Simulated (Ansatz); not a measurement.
InPt5⁺, relaxed as a singlet with RKS B3LYP-D4/def2-SVP in Ansatz, starting from the GFN2-xTB geometry. Force threshold 0.02 eV/Å.

In the def2 sets In, Pt take a core potential; there is no spin–orbit coupling. The restricted singlet is unstable towards broken spin symmetry at other levels; at B3LYP-D4/def2-SVP this wasn't settled. The structure comes from a short search, and lower isomers may exist.

Start:

```csv
atom,x (Å),y (Å),z (Å)
In1,-0.3968,2.2743,0.0382
Pt2,-2.1072,-0.5324,1.3031
Pt3,2.3399,-1.2255,-0.0260
Pt4,2.3442,1.1871,-0.1847
Pt5,-0.0086,-1.0392,0.0319
Pt6,-2.1715,-0.6644,-1.1625
```

| step | energy (eV) | largest force component (eV/Å) | SCF passes |
| --- | --- | --- | --- |
| 1 | -21413.5615 | 1.487 | 77 |
| 2 | -21414.1928 | 1.153 | 54 |
| 3 | -21414.6168 | 0.451 | 52 |
| 4 | -21414.7426 | 0.468 | 47 |
| 5 | -21414.8398 | 0.368 | 45 |
| 6 | -21414.8442 | 0.241 | 46 |
| 7 | -21414.8612 | 0.162 | 46 |
| 8 | -21414.8633 | 0.193 | 38 |
| 9 | -21414.8637 | 0.117 | 40 |
| 10 | -21414.8654 | 0.035 | 40 |
| 11 | -21414.8656 | 0.015 | 40 |

Force components are those of the run's own axes.

End:

```xyz
6

In   -0.771    2.046   -0.024
Pt   -1.893   -0.243    1.314
Pt    2.636   -1.431   -0.060
Pt    1.776    0.966   -0.101
Pt    0.211   -1.008    0.036
Pt   -1.960   -0.331   -1.165
```

Bonds formed: In1–Pt6 (atoms count from 1). Metal–metal contacts that move far: Pt4–Pt5 3.25 to 2.52 Å, In1–Pt2 3.52 to 2.88 Å.

No frequencies were taken in this run, so the end may be a saddle point.

Run time 82 s (4 threads of AMD EPYC 7B13 on a shared host), peak host memory 0.75 GiB.
